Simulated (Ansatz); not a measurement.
Osmium tetroxide (`[O]=[Os](=[O])(=[O])=[O]`): measurement beside calculation (Ansatz, PBE0-D4/def2-TZVP geometry).

Z-matrix (Å, degrees):
```
Os
O 1 1.691
O 1 1.691 2 109.5
O 1 1.691 2 109.5 3 120.0
O 1 1.691 2 109.5 3 -120.0
```

Measured: 12.37 eV (ionisation energy: band A, first ionisation, 1t1 orbital (2T1 ion state), synchrotron photoelectron spectroscopy). Source: Photoionization Dynamics of the Tetraoxo Complexes OsO4 and RuO4, 2020 (pmc:8007099).

```
                level  vertical IE (eV)  minus measured (eV)
    PBE-D4/def2-TZVPP             12.38                 0.01
 r2SCAN-D4/def2-TZVPP             12.56                 0.19
   PBE0-D4/def2-TZVPP             12.65                 0.28
  B3LYP-D4/def2-TZVPP             12.73                 0.36
   ωB97X-V/def2-TZVPP             12.74                 0.37
   ωB97M-V/def2-TZVPP             12.73                 0.36
    B2PLYP/def2-TZVPP             13.06                 0.69
−ε(HOMO), LDA (SPW92)              9.23                -3.14
        −ε(HOMO), PBE              8.95                -3.42
     −ε(HOMO), revPBE              8.85                -3.52
       −ε(HOMO), BLYP              8.84                -3.53
     −ε(HOMO), r2SCAN              9.35                -3.02
     −ε(HOMO), B97M-V              9.38                -2.99
       −ε(HOMO), PBE0             10.55                -1.82
      −ε(HOMO), B3LYP             10.30                -2.07
    −ε(HOMO), r2SCANh              9.94                -2.43
    −ε(HOMO), r2SCAN0             10.85                -1.52
      −ε(HOMO), HSE06             10.15                -2.22
      −ε(HOMO), BHLYP             12.10                -0.27
  −ε(HOMO), CAM-B3LYP             11.98                -0.39
    −ε(HOMO), LC-ωPBE             13.25                 0.88
    −ε(HOMO), ωB97X-V             12.90                 0.53
    −ε(HOMO), ωB97M-V             12.83                 0.46
```

Computed values are vertical and leave out zero-point energy and spin–orbit coupling, so an adiabatic measurement lies lower by the cation's relaxation.

B3LYP here is the variant with VWN-RPA as its local correlation; programs differ in this.
